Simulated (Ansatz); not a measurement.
Geometry optimisation, Ansatz, RKS B3LYP-D4/def2-TZVP.

Input file:

```yaml
crystal:
  periodic: [false, false, false]
  atoms:
    - { symbol: "N", position_ang: [-0.2135, 0.435, -0.9719] }
    - { symbol: C, position_ang: [0.3431, 0.2219, 0.3118] }
    - { symbol: Zn, position_ang: [0.1226, -1.7328, 0.4028] }
    - { symbol: H, position_ang: [-1.1874, 0.1923, -0.924] }
    - { symbol: H, position_ang: [-0.2581, 1.5068, -1.1574] }
    - { symbol: H, position_ang: [-0.1469, 0.8495, 1.1001] }
    - { symbol: H, position_ang: [1.4563, 0.4696, 0.2783] }
    - { symbol: H, position_ang: [-0.0239, -1.9994, 0.9044] }
basis:
  gaussian: { orbitals: def2-TZVP }
hamiltonian:
  xc: b3lyp
  dispersion: d4
relax:
  f_tol: 0.015
  max_steps: 40
output:
  orbitals: {}
```

Run as:

```bash
$ ansatz run input.yaml --threads 2 --pin off --max-ram 3072MiB --backend cpu --events-out ev --progress --plain --runs-dir out
```

Problem. Where does it end, and by what steps?

Solution. The run converged. After 12 steps the energy has fallen by 42.062 eV; H8 moved furthest, 1.07 Å. The start is strongly strained (largest force component 181 eV/Å).

```json
{"step": "0", "energy less start (eV)": "0.0000", "largest force component (eV/Å)": "180.698", "accepted": "yes"}
{"step": "1", "energy less start (eV)": "-34.2107", "largest force component (eV/Å)": "25.776", "accepted": "yes"}
{"step": "2", "energy less start (eV)": "-37.8554", "largest force component (eV/Å)": "12.777", "accepted": "yes"}
{"step": "3", "energy less start (eV)": "-40.4226", "largest force component (eV/Å)": "5.924", "accepted": "yes"}
{"step": "4", "energy less start (eV)": "-41.4329", "largest force component (eV/Å)": "2.040", "accepted": "yes"}
{"step": "5", "energy less start (eV)": "-41.7703", "largest force component (eV/Å)": "1.288", "accepted": "yes"}
{"step": "6", "energy less start (eV)": "-41.8713", "largest force component (eV/Å)": "1.093", "accepted": "yes"}
{"step": "7", "energy less start (eV)": "-42.0254", "largest force component (eV/Å)": "0.516", "accepted": "yes"}
{"step": "8", "energy less start (eV)": "-42.0540", "largest force component (eV/Å)": "0.184", "accepted": "yes"}
{"step": "9", "energy less start (eV)": "-42.0589", "largest force component (eV/Å)": "0.136", "accepted": "yes"}
{"step": "10", "energy less start (eV)": "-42.0620", "largest force component (eV/Å)": "0.024", "accepted": "yes"}
{"step": "11", "energy less start (eV)": "-42.0621", "largest force component (eV/Å)": "0.020", "accepted": "yes"}
{"step": "12", "energy less start (eV)": "-42.0621", "largest force component (eV/Å)": "0.003", "accepted": "yes"}
```

```xyz
8
Properties=species:S:1:pos:R:3
N -0.281 0.601 -1.055
C 0.315 0.356 0.272
Zn 0.132 -1.551 0.757
H -1.285 0.470 -1.036
H -0.122 1.557 -1.359
H -0.053 1.023 1.064
H 1.392 0.539 0.198
H -0.005 -3.051 1.103
```

Whether the end is a true minimum wasn't checked by a vibrational analysis.

The run took 22 s on 2 threads of Intel(R) Xeon(R) 6975P-C (Granite Rapids) (shared host), peak memory 0.33 GiB.
